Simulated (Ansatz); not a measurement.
C2H5N, SMILES `C[C]N` (excited triplet) (charge 0, multiplicity 3). This triplet is an excited state, 1.64 eV above the relaxed singlet at the level frozen-core CCSD(T)/cc-pVTZ // B3LYP-D3(BJ)/def2-TZVP (Ansatz, a first-principles code).

All values below come from BLYP/cc-pVTZ // B3LYP-D3(BJ)/def2-TZVP run with Ansatz.

Ansatz 0.2 input:
```yaml
crystal:
  periodic: [false, false, false]
  atoms:
    - { symbol: C, position_ang: [-1.124045, -0.124724, -0.236224] }
    - { symbol: C, position_ang: [0.280386, -0.371543, -0.632019] }
    - { symbol: N, position_ang: [1.397391, 0.219298, -0.092597] }
    - { symbol: H, position_ang: [-1.400939, 0.931084, -0.370127] }
    - { symbol: H, position_ang: [-1.293565, -0.369147, 0.822497] }
    - { symbol: H, position_ang: [-1.806617, -0.729289, -0.833733] }
    - { symbol: H, position_ang: [1.922479, 0.833319, -0.705408] }
    - { symbol: H, position_ang: [2.024903, -0.389002, 0.421666] }
basis:
  gaussian: { orbitals: cc-pVTZ }
hamiltonian:
  xc: blyp
magnetization:
  spin_polarized: true
  initial_magnetization: 2
```

Output:

```
Functional definition: BLYP
803 factors; their error is unknown
mean field evaluation 1: about -3630.2306 eV, gradient 5.2e1 eV
mean field evaluation 2: about -3609.6236 eV, gradient 8.0e1 eV
mean field evaluation 4: about -3641.4873 eV, gradient 8.5e0 eV
mean field evaluation 8: about -3641.8066 eV, gradient 1.6e-1 eV
mean field evaluation 16: about -3641.7888 eV, gradient 5.0e-5 eV
mean field -3641.78876272 eV, -133.8332685369 hartree, gradient 5.0e-5 eV, S^2 2.004205; 0 other end points of the search recorded, 0 dependent functions left out
reference -3641.78906959 eV, -133.8332798140 hartree; 13, 11 occupied and 147, 149 virtual orbitals, 803 factors
Total energy: -3641.78906959 eV, -133.8332798140 hartree
```
